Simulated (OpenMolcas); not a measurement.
Sb.

```yaml
Program: OpenMolcas 26.06
Basis: ANO-RCC-VDZP [6s5p3d1f]
Scalar_Hamiltonian: DKH2, point nucleus
Active_space: 3 electrons in 3 orbitals (5p)
State_averaging: 2S+1 = 4 odd, 1 root; 2S+1 = 2 odd, 8 roots
Spin-orbit_coupling: state interaction with AMFI integrals over the reference wave functions, term energies averaged over their components
```

Two sets of levels on these reference wave functions, in cm-1 above 5s2 5p3 4S* 3/2: one from CASSCF and one from SS-CASPT2, IPEA 0.25 Eh, imaginary shift 0.1 Eh (closed shells correlated: 4d 5s).

| Level | Set 1 | Set 2 |
| --- | --- | --- |
| 5s2 5p3 4S* 3/2 | 0.0 | 0.0 |
| 5s2 5p3 2D* 3/2 | 11480 | 12440 |
| 5s2 5p3 2D* 5/2 | 12480 | 13350 |
| 5s2 5p3 2P* 1/2 | 19910 | 21920 |
| 5s2 5p3 2P* 3/2 | 21320 | 23190 |

Which set is which?

Set 1 is SS-CASPT2. Its levels of the other terms of 5s2 5p3 lie at 0.91 to 0.94 of the other set's values, as expected, since terms of lower spin or lower L gain more correlation energy than the Hund ground term. Against 4 measured levels (NIST Handbook of Basic Atomic Spectroscopic Data) the mean absolute deviation is 3000 cm-1 with it and 4400 cm-1 without; single levels miss by up to 3500 cm-1 with it.

Term energies are means over components that CASPT2 splits; among the terms shown or strongly mixed into the levels shown the widest spread is 140 cm-1 (5s2 5p3 2D*, SS-CASPT2). With the s shell closed, the reference lacks s² → p² mixing. Some terms miss by over 15 % even with CASPT2, which points to a basis or an active space too small for the shells correlated (holds for SS-CASPT2). Computed and measured levels are paired by configuration, term and J; levels that our copy of the source lacks, or whose pairing is in doubt (as where it misses far off the trend of its configuration), stay unpaired and out of the deviations. Levels of configurations outside the active space are missing.

* marks odd parity.
